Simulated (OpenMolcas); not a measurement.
**neutral cobalt: effect of the basis set**

| Property | Result |
| --- | --- |
| Program | OpenMolcas 26.06 |
| Method | CASSCF |
| Active space | 9 electrons in 6 orbitals (3d 4s) |
| State averaging | 2S+1 = 4 even, 20 roots; 2S+1 = 2 even, 40 roots kept (CI in the orbitals of an earlier block) |
| Spin-orbit coupling | state interaction with AMFI integrals over the reference wave functions, term energies averaged over their components |

A. ANO-R1 [5s3p2d1f], X2C, finite nucleus; cost about 30 core-seconds
B. ANO-RCC-VDZP [5s4p2d1f], DKH2, point nucleus; cost roughly 17 core-seconds
C. ANO-RCC-VTZP [6s5p3d2f1g], DKH2, point nucleus; cost about 13 core-seconds
D. ANO-R2 [7s5p4d2f1g], X2C, finite nucleus; cost of the order of 23 core-seconds
E. ANO-RCC-VQZP [7s6p4d3f2g1h], DKH2, point nucleus; cost of the order of 21 core-seconds
F. ANO-R3 [8s5p5d3f2g1h], X2C, finite nucleus; cost of the order of 15 core-seconds

Energies in eV above 3d⁷ 4s² ⁴F_9/2, the measured ground level; measured values from NIST Handbook of Basic Atomic Spectroscopic Data.

| Level | A | B | C | D | E | F | Measured |
| --- | --- | --- | --- | --- | --- | --- | --- |
| 3d⁷ 4s² ⁴F_9/2 | 0.0000 | 0.0000 | 0.0000 | 0.0000 | 0.0000 | 0.0000 | 0.0000 |
| 3d⁷ 4s² ⁴F_7/2 | 0.0945 | 0.0959 | 0.0958 | 0.0952 | 0.0950 | 0.0951 | 0.1012 |
| 3d⁷ 4s² ⁴F_5/2 | 0.1642 | 0.1666 | 0.1664 | 0.1655 | 0.1651 | 0.1652 | 0.1744 |
| 3d⁷ 4s² ⁴F_3/2 | 0.2121 | 0.2151 | 0.2148 | 0.2137 | 0.2133 | 0.2133 | 0.2243 |
| 3d⁸ 4s ⁴F_9/2 | 1.9320 | 1.4987 | 1.5359 | 1.7224 | 1.6977 | 1.7187 | 0.4318 |
| 3d⁸ 4s ⁴F_7/2 | 2.0187 | 1.5867 | 1.6238 | 1.8097 | 1.7849 | 1.8059 | 0.5136 |
| 3d⁸ 4s ⁴F_5/2 | 2.0895 | 1.6584 | 1.6955 | 1.8811 | 1.8562 | 1.8772 | 0.5815 |
| 3d⁸ 4s ⁴F_3/2 | 2.1404 | 1.7099 | 1.7469 | 1.9324 | 1.9072 | 1.9283 | 0.6293 |
| 3d⁷ 4s² ²G_9/2 | 2.2178 | 2.1890 | 2.1908 | 2.2057 | 2.2044 | 2.2056 |  |
| 3d⁷ 4s² ⁴P_5/2 | 2.2338 | 2.2095 | 2.2113 | 2.2239 | 2.2223 | 2.2239 | 1.7104 |
| 3d⁷ 4s² ⁴P_3/2 | 2.2656 | 2.2411 | 2.2429 | 2.2557 | 2.2541 | 2.2556 | 1.7403 |
| 3d⁷ 4s² ⁴P_1/2 | 2.3089 | 2.2854 | 2.2871 | 2.2995 | 2.2977 | 2.2993 | 1.7853 |
| 3d⁷ 4s² ²G_7/2 | 2.3089 | 2.2815 | 2.2832 | 2.2976 | 2.2961 | 2.2973 |  |
| 3d⁸ 4s ²F_7/2 | 2.6202 | 2.2037 | 2.2438 | 2.4076 | 2.3909 | 2.4049 | 0.9227 |
| 3d⁸ 4s ²F_5/2 | 2.7559 | 2.3413 | 2.3812 | 2.5443 | 2.5274 | 2.5414 | 1.0490 |
| 3d⁷ 4s² ²P_3/2 | 2.9221 | 2.8782 | 2.8808 | 2.9038 | 2.9019 | 2.9037 |  |
| 3d⁷ 4s² ²H_11/2 | 2.9578 | 2.9214 | 2.9238 | 2.9426 | 2.9408 | 2.9425 |  |
| 3d⁷ 4s² ²P_1/2 | 3.0147 | 2.9730 | 2.9753 | 2.9974 | 2.9953 | 2.9971 |  |
| 3d⁷ 4s² ²H_9/2 | 3.0369 | 3.0019 | 3.0042 | 3.0224 | 3.0205 | 3.0222 |  |
| 3d⁷ 4s² ²D_5/2 | 3.1860 | 3.1316 | 3.1357 | 3.1645 | 3.1620 | 3.1643 |  |
| 3d⁷ 4s² ²D_3/2 | 3.3229 | 3.2664 | 3.2712 | 3.3017 | 3.2987 | 3.3012 |  |

Deviations, from unrounded energies. A percentage is the sum of absolute deviations over the sum of measured energies, with the sign that they share, or ± where signs differ.

| Against measurement | Levels | A | B | C | D | E | F |
| --- | --- | --- | --- | --- | --- | --- | --- |
| mean absolute deviation (cm-1) | 12 | 7400 | 5600 | 5800 | 6500 | 6500 | 6500 |
| fine structure of the ground term (%) | 3 | -5.8 | -4.5 | -4.6 | -5.1 | -5.3 | -5.3 |
| other terms of the ground configuration (%) | 3 | +30.0 | +28.6 | +28.8 | +29.5 | +29.4 | +29.5 |
| other configurations (%) | 6 | +228.4 | +166.4 | +172.0 | +197.9 | +194.7 | +197.4 |

B, C lie about equally close to measurement and A furthest from it. The largest miss of B in the table is 3d⁸ 4s ²F_5/2, by +10000 cm-1. The ranking rests on the paired levels alone, and a cruder setting can come out closer through cancelling errors.

Among A to F the level of the table that moves most is 3d⁸ 4s ⁴F_9/2, by 3500 cm-1 (lowest in B, highest in A).

Without dynamic correlation excited terms often stand tens of per cent too high (terms of higher spin than the ground term too low), and those without a measured partner can miss by more than the paired ones. Terms from blocks run as CI alone lack orbitals of their own. A single d shell beside an s shell can misplace configurations of different d count against each other. Computed and measured levels are paired by configuration, term and J; levels that our copy of the source lacks, or whose pairing is in doubt (as where it misses far off the trend of its configuration), stay unpaired and out of the deviations. Levels of configurations outside the active space are missing. Levels that lie high or do not pair safely by name in every column are left out.
